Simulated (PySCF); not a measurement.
Field gradients at the hydrogen positions

Compound: C5H7ClNO2 (charge +1).
Geometry (GFN2-xTB, Å), atoms numbered from 1 in this order:
```
atom  x, y, z in Å
C1     2.698   -0.034   -0.342
O2     1.284   -0.114   -0.460
C3     0.626   -0.199    0.763
N4    -0.791   -0.068    0.478
C5    -1.635    0.947    0.866
C6    -2.828    0.693    0.284
O7    -2.717   -0.437   -0.450
C8    -1.490   -0.876   -0.326
Cl9   -0.946   -2.256   -1.077
H10    2.995    0.860    0.212
H11    3.073    0.025   -1.360
H12    3.102   -0.922    0.151
H13    0.804   -1.171    1.257
H14    0.918    0.614    1.446
H15   -1.325    1.745    1.511
H16   -3.775    1.200    0.302
```

Level: PBE0/pcSseg-1 (PySCF, non-relativistic); Q(2H) = 0.00286 b; rigid geometry, the same for H and D, with no vibrational averaging.

Task: Rank these positions by the coupling χzz of a deuteron there, largest first.
A. H15 (aromatic hydrogen)
B. H12 (methyl hydrogen)
C. H14 (methylene hydrogen)
D. H16 (aromatic hydrogen)
E. H11 (methyl hydrogen)

Result: A (222 kHz), D (217 kHz), E (204 kHz), B (196 kHz), C (178 kHz).

Task: What are Vzz, η and χzz (234.96 MHz × Q × Vzz) at all hydrogens?

Result: 
```
atom  bonded to  bond length (Å)  Vzz (au)     η  χzz (kHz)
 H10         C1            1.093    0.2919  0.10        196
 H11         C1            1.086    0.3030  0.08        204
 H12         C1            1.093    0.2918  0.10        196
 H13         C3            1.105    0.2602  0.07        175
 H14         C3            1.101    0.2656  0.10        178
 H15         C5            1.072    0.3303  0.11        222
 H16         C6            1.074    0.3229  0.11        217
```

Task: How does χzz go with the bond length over the 7 C–H bonds?

Result: A straight-line fit has a slope of -13.9 kHz for each 0.01 Å, with a correlation coefficient of -0.99, over lengths from 1.072 to 1.105 Å. The longer bonds have the smaller couplings here.

Task: A static deuteron (I = 1) shows a doublet split by (3/2)χ, (3/4)χ(1 + η) and (3/4)χ(1 − η) with the field along z, y and x of the gradient. What are these for H15?

Result: With |χ| = 222.0 kHz and η = 0.107: 333, 184 and 149 kHz, to first order and without motion.

One conformer (not necessarily the lowest) at the GFN2-xTB geometry, without solvent, vibrations or thermal averaging. GFN2-xTB bond lengths can be off by several hundredths of an ångström, more for odd bonds, and the gradients follow them. With a basis this small, the couplings can be 20 % off.
